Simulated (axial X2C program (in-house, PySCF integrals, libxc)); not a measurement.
## SCuS²⁺: properties at the nuclei

Calculated with an in-house all-electron X2C program for linear molecules (integrals from PySCF): two-component X2C with atomic mean-field Coulomb and Gaunt terms, Gaussian nuclei, basis S dyall-av3z, Cu dyall-v3z with contracted cores.

S–Cu–S held linear, with bonds 2.292 and 2.292 Å (near the PBE0 minimum at charge 2 of the determinant lowest at the starting distance; the state shown can have its own minimum elsewhere, held linear; other orders of the atoms were not compared).

Input and command:
```json
{"zs": [16, 29, 16], "q": 2, "bas": ["dyall-av3z", "dyall-v3z", "dyall-av3z"], "r0": [2.09, 2.09], "symm": 1, "scan": ["PBE0", "HF", "B3LYP"], "levels": ["PBE0", "HF", "BHandHLYP"], "nst": 2}
```
```bash
python solin.py task.json out
```

Keys: zs atomic numbers; q charge; bas basis sets; r0 starting distance in Å; symm equal bonds; scan levels of the two-bond scan; levels methods; nst determinants followed.

Determinant lowest in the PBE0 search, Ω = 5/2 (⟨Sz⟩ = 2.50, ⟨Lz⟩ = 0.00 at PBE0), spin on the atoms S 1.05, Cu 0.39, S 1.05:

```tsv
level	A∥/gI S (MHz)	qzz S (a.u.)	A∥/gI Cu (MHz)	qzz Cu (a.u.)
PBE0	-96.7	-2.06	293	0.93
HF	-69.5	-2.52	95.3	1.55
BHandHLYP	-82.5	-2.30	197	1.55
```

A∥ (defined per Ω) follows by multiplying with gI = μI/(I μN); qzz is the electric field gradient, eQq0 = 234.96 MHz × Q/barn × qzz. The operators were transformed with the bare-nucleus X2C matrices; with these basis sets, hyperfine constants and field gradients can be off by tens of per cent, and where levels differ in sign neither size nor sign is settled.

(1) With gI(33S) = 0.4292, Q(33S) = -0.0694 barn, Q(63Cu) = -0.22 barn (g factors from the IAEA table of nuclear moments by Stone; Q from Pyykkö, Mol. Phys. 2018), turn the PBE0 values of the first state into constants in MHz.

The molecule was held linear; bending was not examined, so a bent shape may lie lower.

Each state is one determinant with collinear spin, which with several unpaired electrons need not be a pure state. Unrestricted Hartree–Fock can overshoot spin polarisation at the nuclei. This is the top spin component of a Σ state; components of lower Ω are not single determinants and can lie lower. With several open shells hyperfine constants can be off by a factor of several. States lie within half an eV, so the first need not be the ground state. Further determinants of the search, some of them spin-mixed, are not shown. Where a field gradient or hyperfine factor spreads by more than a factor of two over the levels, a constant derived from it is not to be relied on.

## Answers

(1) A∥(33S) = -96.7 × 0.4292 = -41.5 MHz; eQq0(33S) = 234.96 × (-0.0694) × (-2.06) = 33.6 MHz; eQq0(63Cu) = 234.96 × (-0.22) × (0.93) = -48.1 MHz.
